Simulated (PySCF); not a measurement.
## Radial density of Xe⁺ (xenon, charge +1)

B3LYP, [Kr] 4d10 5s2 5p5, 2P determinant. Computed with PySCF 2.14 in def2-TZVP with the def2 core potential (28 electrons) (6s5p3d2f, 50 functions), with a scalar-relativistic core potential. This is the valence pseudo-density: the core potential removes the inner electrons and smooths the orbitals near the nucleus.

```csv
r (bohr),4πr²ρ (e/bohr),4πr²(ρα − ρβ)
0.00119,1.629e-05,0.0000
0.00200,4.566e-05,0.0000
0.00336,0.0001259,0.0000
0.00565,0.0003327,0.0000
0.00951,0.0007939,0.0000
0.0160,0.001599,0.0000
0.0269,0.002733,0.0000
0.0452,0.003692,0.0000
0.0761,0.006328,0.0000
0.128,0.03397,0.0002
0.215,0.3818,0.0020
0.362,5.317,0.0347
0.609,27.42,0.1318
1.02,15.09,0.0264
1.72,5.318,0.6076
2.90,1.535,0.2489
4.88,0.05573,0.0070
8.20,0.0001030,0.0000
```

Energies and moments cover only the electrons outside the core potential.
